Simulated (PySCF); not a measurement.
Open-shell species derived from `C=C1[C@@H](C)[C@]1(F)Cl`. All by UKS B3LYP (pcH-1 on C Cl F H) in PySCF, non-relativistic with spin–orbit coupling as a perturbation, on GFN2-xTB geometries; isolated species, one conformer each; SCF stability not tested. Couplings are magnitudes for isotopes of over 50 % abundance, averaged over nuclei equivalent by connectivity (but not across a short bond from an atom whose three angles sum to over 350°); populations are Mulliken's. A GFN2-xTB geometry isn't a minimum of the functional, and hyperfine couplings can be far from their values at a DFT geometry, by a factor of two or more for some ions and for spin on atoms past the first row.

| species | change | ⟨S²⟩ | g1 | g2 | g3 | largest spin population on | largest couplings |
| --- | --- | --- | --- | --- | --- | --- | --- |
| C=C1[C](C)[C@@]1(F)Cl | H removed from sp3 C | 0.772 | 2.0025 | 2.0027 | 2.0039 | carbon bonded to C and 2 H (0.72) | 1 × 19F 56 MHz, 3 × 1H 45 MHz, 1 × 1H 44 MHz, 1 × 1H 43 MHz, and 1 smaller |
| [CH2+][C]1[C@@H](C)[C@]1(F)Cl (charge +1 and doublet state) | electron removed | 0.753 | 2.0020 | 2.0175 | 2.0317 | carbon bonded to 2 C, Cl and F (0.27) | 1 × 1H 119 MHz, 1 × 19F 94 MHz, 1 × 1H 57 MHz, 1 × 1H 53 MHz, and 2 smaller |

Q: Predict the same entries for `F[C@]1(/C(=[C]\[H])[C@H]1C)Cl` [radical] (H removed from sp2 C).

A: ⟨S²⟩: 0.761; g1: 2.0019; g2: 2.0034; g3: 2.0042; largest spin population on: carbon bonded to C and H (0.93); largest couplings: 1 × 19F 41 MHz, 1 × 1H 16 MHz, 1 × 35Cl 6 MHz, 3 × 1H 4 MHz, and 1 smaller. Largest spin populations (Mulliken): C1 (+0.93), C2 (-0.20), C5 (+0.17) and C3 (+0.08). The positive populations add up to 1.21 and the negative ones to -0.21, together 2S = 1. (Numbering: [H]/[C:1]=[C:2]1/[C@@H:3]([CH3:4])[C@:5]1([F:6])[Cl:7] (hydrogens: H8 on C1; H9 on C3; H10, H11, H12 on C4).)

Q: How many first-order lines does each doublet give under fast tumbling, over what width, and where is its centre at 9.5 GHz?

A: 
```csv
species,lines,width (mT),centre (mT)
[H]/[C]=C1/[C@@H](C)[C@]1(F)Cl,128,3.2,338.84
C=C1[C](C)[C@@]1(F)Cl,128,10.4,338.86
[CH2+][C]1[C@@H](C)[C@]1(F)Cl (charge +1 and doublet state),256,14.3,336.51
```

Splittings under 0.05 mT aren't counted.

Means can hide wide spreads in the frozen geometry: C=C1[C](C)[C@@]1(F)Cl, 3 × 1H from 2 to 68 MHz (mean 45); [CH2+][C]1[C@@H](C)[C@]1(F)Cl (charge +1 and doublet state), 3 × 1H from 1 to 35 MHz (mean 15); [H]/[C]=C1/[C@@H](C)[C@]1(F)Cl, 3 × 1H from -1 to 9 MHz (mean 4). The drawing needn't show where the spin sits: the atom drawn as the radical centre holds a spin population of 0.53 in C=C1[C](C)[C@@]1(F)Cl and 0.25 in [CH2+][C]1[C@@H](C)[C@]1(F)Cl (charge +1 and doublet state).
